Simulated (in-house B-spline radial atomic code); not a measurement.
Configurations of Sc V (Sc4+), with energies counted from [Ne] 3s2 3p5. Method: non-relativistic B3LYP, spin-polarised, spherical fractional occupations, exact exchange averaged over the configuration, point nucleus. Calculated with an all-electron radial atomic-structure program (B-spline basis). Shells without spins written out take the highest spin.

Occupations are held fixed; configurations that lie above the ionisation limit could autoionise.

```json
{"configuration": "[Ne] 3s1 3p5 3d1", "E - E(ref) (eV)": "52.417", "highest orbital": "3d up", "its <r> (bohr)": "1.189"}
{"configuration": "[Ne] 3s1 3p5 4p1", "E - E(ref) (eV)": "76.44", "highest orbital": "4p up", "its <r> (bohr)": "2.608"}
{"configuration": "[Ne] 3s1 3p5 4f1", "E - E(ref) (eV)": "91.738", "highest orbital": "4f up", "its <r> (bohr)": "3.277"}
{"configuration": "[He] 2s2 2p5 3s2 3p6", "E - E(ref) (eV)": "374.97", "highest orbital": "3p down", "its <r> (bohr)": "1.049"}
```

Order these further configurations by energy, lowest first.
A. [Ne] 3s2 3p4 3d1
B. [Ne] 3s2 3p4 4d1
C. [Ne] 3s2 3p4 4p1
D. [Ne] 3s2 3p4 4s1

A (30.349 eV), D (47.809 eV), C (54.052 eV), B (63.253 eV).
